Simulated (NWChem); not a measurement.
System meant: CrS2Cl2; SMILES [S]=[Cr](=[S])([Cl])[Cl]

The following NWChem deck was run.

```
start job
memory heap 200 mb stack 900 mb global 1100 mb
geometry units angstroms noautosym nocenter noautoz
  Cr     0.000000     0.000000     0.043954
  S      0.000000     1.583070     1.180757
  S      0.000000    -1.583070     1.180757
  Cl     1.748610     0.000000    -1.129375
  Cl    -1.748610     0.000000    -1.129375
end
basis spherical
  * library 6-31g*
end
dft
  xc xtpss03 ctpss03
  iterations 150
end
property
  shielding 3 1 2 4
end
task dft property
```

End of the output:

```
 Vector   48  Occ=0.000000D+00  E=-1.697122D-01
              MO Center=  5.1D-06,  3.3D-04,  1.5D-01, r^2= 3.0D+00
   Bfn.  Coefficient  Atom+Function         Bfn.  Coefficient  Atom+Function
  ----- ------------  ---------------      ----- ------------  ---------------
    21      0.590486  1 Cr d  1              26      0.344913  1 Cr d  1
    41      0.268204  2 S  px                59      0.267996  3 S  px
    77      0.236878  4 Cl px                95      0.236874  5 Cl px
    11     -0.228367  1 Cr px                45      0.188464  2 S  px
    63      0.188338  3 S  px                81      0.132439  4 Cl px

 center of mass
 --------------
 x =   0.00000000 y =   0.00000000 z =  -0.01220757

 moments of inertia (a.u.)
 ------------------
        1209.514000302832           0.000000000000           0.000000000000
           0.000000000000        1400.898070726433           0.000000000000
           0.000000000000           0.000000000000        1335.917957699810

     Multipole analysis of the density
     ---------------------------------

     L   x y z        total         alpha         beta         nuclear
     -   - - -        -----         -----         ----         -------
     0   0 0 0     -0.000000    -45.000000    -45.000000     90.000000

     1   1 0 0     -0.000097     -0.000049     -0.000049      0.000000
     1   0 1 0     -0.002021     -0.001011     -0.001011      0.000000
     1   0 0 1      0.233026     -0.299577     -0.299577      0.832179

     2   2 0 0    -49.822827   -210.534722   -210.534722    371.246616
     2   1 1 0     -0.000000     -0.000000     -0.000000      0.000000
     2   1 0 1      0.000203      0.000102      0.000102      0.000000
     2   0 2 0    -48.715956   -167.549693   -167.549693    286.383431
     2   0 1 1     -0.002027     -0.001014     -0.001014      0.000000
     2   0 0 2    -49.408691   -181.879281   -181.879281    314.349872

          -----------------------------------------
          Chemical Shielding Tensors (GIAO, in ppm)
          -----------------------------------------

 ------------------------------------------------------------------------
  xtpss03: d2 not coded                    0
 ------------------------------------------------------------------------
 ------------------------------------------------------------------------
  current input line :
    20: task dft property
 ------------------------------------------------------------------------
 ------------------------------------------------------------------------
 This error has not yet been assigned to a category
 ------------------------------------------------------------------------
 For more information see the NWChem manual at https://nwchemgit.github.io

0: xtpss03: d2 not coded:Received an Error in Communication
```

Can this run be used? If not, why, and what is the fix?

The run crashed. Cause: this functional's second derivatives, which shieldings need, aren't coded here; the fix takes a hybrid GGA instead. This input runs:
```
start job
memory heap 200 mb stack 900 mb global 1100 mb
geometry units angstroms noautosym nocenter noautoz
  Cr     0.000000     0.000000     0.043954
  S      0.000000     1.583070     1.180757
  S      0.000000    -1.583070     1.180757
  Cl     1.748610     0.000000    -1.129375
  Cl    -1.748610     0.000000    -1.129375
end
basis spherical
  * library 6-31g*
end
dft
  xc pbe0
  iterations 150
end
property
  shielding 3 1 2 4
end
task dft property
```
It converges to -2760.36172 Ha (PBE0/6-31G* (spherical d), GIAO).
